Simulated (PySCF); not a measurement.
Ge(F)(Cl)(OH)2 (ClFGeH2O2), SMILES [Ge]([OH])([OH])([Cl])[F]. The structure is a stationary point at B3LYP-D3(BJ)/def2-SVP. The structure was generated by enumeration, and PubChem lists no compound with its InChIKey, so it may never have been made. Other conformers were not sampled.

Computed equilibrium geometry at B3LYP-D3(BJ)/def2-SVP (PySCF confirms it by a frequency run) as a Z-matrix (one conformer of several):
```
Ge
F 1 1.7339
O 1 1.7481 2 110.99
H 3 0.9685 1 111.89 2 84.18
O 1 1.7568 2 107.42 3 118.61
H 5 0.9679 1 113.36 2 48.04
Cl 1 2.1336 2 106.62 5 122.93
```
